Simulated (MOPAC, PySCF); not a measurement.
System: GeF2, charge 0, multiplicity 1. SMILES: [F][Ge][F]
Geometry: optimised at B3LYP-D3(BJ)/def2-TZVP (Ansatz).

Unscaled harmonic wavenumbers (cm⁻¹) in rising order, each level at the stationary point that it reaches from this structure (no distance between atoms moves by over 0.3 Å); the order of modes can differ between levels, and a negative number is imaginary. B3LYP-D3(BJ)/def2-TZVP (PySCF, at the structure above): 253, 649, 675.

PM3 (MOPAC): 154, 745, 807. Zero-point energy 2.4 against 2.3 kcal/mol; where all levels lie over 400 cm⁻¹, the wavenumbers are on average 1.173 times those of B3LYP-D3(BJ)/def2-TZVP.

PM6 (MOPAC): 176, 624, 624. Zero-point energy 2.0 against 2.3 kcal/mol; where all levels lie over 400 cm⁻¹, the wavenumbers are on average 0.943 times those of B3LYP-D3(BJ)/def2-TZVP.

PM7 (MOPAC): 216, 488, 499. Zero-point energy 1.7 against 2.3 kcal/mol; where all levels lie over 400 cm⁻¹, the wavenumbers are on average 0.746 times those of B3LYP-D3(BJ)/def2-TZVP.
